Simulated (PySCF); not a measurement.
HgI, SMILES [I][Hg] (connectivity only; charge and spin as stated), neutral, multiplicity 2.

The structure is a stationary point at PBE-D3(BJ)/def2-TZVP. The multiplicity is an assumed one; other spin states were not compared. The def2 effective core potentials stand for the cores of Hg, I; spin–orbit coupling is left out.

Computed with PBE-D3(BJ)/def2-TZVP run with PySCF 2.14.0.

Frequencies are harmonic and unscaled.

| mode | ν (cm⁻¹) | IR (km/mol) | moving atoms (share of kinetic energy) |
|---|---|---|---|
| 1 | 117 | 1.8 | I 61 %, Hg 39 % |
